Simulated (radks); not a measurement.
Values are calculated unless marked as measured or tabulated.
Br III, 33 electrons, occupied as [Ar] 3d9 4s2 4p4 (not the ground configuration). Level of theory: scalar-relativistic Kohn-Sham, LDA (Slater exchange, Perdew-Wang correlation), spin-unpolarised, spherical densities, finite nucleus; Fermi nuclear charge, rms radius 4.1629 fm (a radial shooting solver on a logarithmic mesh with Libxc functionals).

X-ray form factor f0, the Fourier transform of the density (f0(0) = 33):

sin(theta)/lambda (1/angstrom),f0 (electrons)
0.05,32.525
0.1,31.219
0.15,29.377
0.2,27.332
0.25,25.336
0.3,23.516
0.4,20.467
0.5,17.960
0.6,15.744
0.8,11.998
1,9.317
1.25,7.315
1.5,6.223
2,4.924
